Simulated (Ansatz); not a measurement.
Reactions of C7H16O (`CCCCCCCO`).

Isolated molecules relaxed with PBE0-D4/def2-TZVP in Ansatz; ΔE leaves out vibrations. CCSD(T)/CBS adds triple-zeta CCSD(T) − MP2 to the extrapolated MP2 energy (def2 sets, frozen cores). This one scheme is used for every species. DFT in def2-TZVPP. def2 core potentials past Kr. For Ge, Te outer-core shells are correlated without core-valence functions, which leaves a few kJ/mol of doubt a bond. Scalar relativity is left out up to krypton. One conformer a species, not always the lowest.

| reaction | B2PLYP (kcal/mol) | CCSD(T)/CBS(def2) (kcal/mol) |
| --- | --- | --- |
| `CCCCCCCO` + `CCCCC` → `CCCCCCCCO` + `CCCC` | -0.9 | -0.5 |
| `CCCCCCCO` + `CC` → `CCCCCCCC` + CH₃OH | 2.9 | 2.4 |
| `CCCCCCCO` + CH₄ → `CCCCCCCC` + H₂O | -7.7 | -10.0 |
| `CCCCCCCO` + `[GeH3][TeH]` → `OC[Te][GeH3]` + `CCCCCC` | 0.9 | 0.5 |
| `CCCCCCCO` + `COC(=O)OC` → `CCCOC(=O)OC` + `CCCCCO` | -3.9 | -3.2 |

Largest T1 diagnostic: 0.013, for `COC(=O)OC`.
